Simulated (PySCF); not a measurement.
# How methods differ on the interval between two levels of Lu⁺

Lu⁺ [Xe] 4f14 6s2 → Lu⁺ [Xe] 4f14 5d2 [3F4, M_J = 4], as a difference of total energies. All numbers are calculated (PySCF 2.14, the two-component X2C-1e Hamiltonian, in x2c-SVPall-2c with one added diffuse shell each of s, p, d type (8s11p10d2f1g, 114 functions)). Correlated levels: [Ar] 3d10 frozen; the 6 highest virtual spinors dropped. "Screened" scales the spin-orbit matrix elements by Boettger's factors to mimic the two-electron term; Breit and QED terms are absent.

```
                    method  interval between two levels (cm⁻¹)
 GHF (screened spin-orbit)                               28931
GMP2 (screened spin-orbit)                               32992
```

Errors of the correlated levels include the incompleteness of this basis and the frozen core.

The labels give the starting determinants; with spin-orbit coupling the two ends relaxed to ⟨J²⟩ = 0.00, ⟨L²⟩ = 0.11, ⟨S²⟩ = 0.11 and ⟨J²⟩ = 20.01, ⟨L²⟩ = 12.16, ⟨S²⟩ = 2.11.

For comparison: 32504 cm⁻¹ (measured; NIST Handbook of Basic Atomic Spectroscopic Data (Sansonetti and Martin, J. Phys. Chem. Ref. Data 34, 1559 (2005))).
